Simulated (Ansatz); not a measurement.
`[SiH3]C[SiH2]Cl` → `C[SiH3]` + `[SiH]Cl` at 500 K and 1 bar (silylene formation by 1,1-elimination).

Computed with Ansatz on PBE0-D4/def2-TZVP structures; ΔE is electronic, products minus reactants. CCSD(T)/CBS adds triple-zeta CCSD(T) − MP2 to the extrapolated MP2 energy (def2 sets, frozen cores). This one scheme is used for every species. One conformer a species, not always the lowest.

| species | CCSD(T)/CBS energy (Eh) | H − E (kJ/mol) | S (J/(mol·K)) |
| --- | --- | --- | --- |
| `[SiH3]C[SiH2]Cl` | -1080.25737 | 234.2 | 426.7 |
| `C[SiH3]` | -330.73916 | 189.7 | 296.8 |
| `[SiH]Cl` | -749.43948 | 39.6 | 274.0 |

H − E and S are ideal-gas, rigid-rotor, harmonic terms from PBE0-D4/def2-TZVP, for one conformer and one mirror image of each species. 1 Eh = 2625.50 kJ/mol, R = 8.31446 J/(mol·K).

**Question.** By hand: ΔE, ΔH, ΔS and ΔG.

**Answer.** ΔE = (-330.73916) + (-749.43948) − (-1080.25737) = 0.07873 Eh = 206.7 kJ/mol. Δ(H − E) = 189.7 + 39.6 − 234.2 = -4.9, so ΔH = 201.8 kJ/mol. ΔS = 296.8 + 274.0 − 426.7 = 144.1 J/(mol·K). ΔG = 201.8 − 500 × (144.1)/1000 = 129.8 kJ/mol.

**Question.** By hand: the equilibrium constant, and the temperature at which ΔG would vanish if ΔH and ΔS stayed fixed.

**Answer.** log₁₀ K = −ΔG/(RT ln 10) = -13.6. ΔG = 0 at ΔH/ΔS = 1400 K.

The number of gas molecules changes by +1, which sets the sign of ΔS. A doubt of 5 kJ/mol in ΔE shifts log₁₀ K by 0.5 here. Other conformers and mirror images would add mixing entropy, several J/(mol·K) or more a flexible species. Modes under 60 cm⁻¹, often nearly free rotors, make the harmonic entropy too high. These are equilibria of isolated gas molecules and say nothing of rates. Largest T1 diagnostic: 0.013 (customary marks: 0.02 for closed shells, 0.045 for open ones).
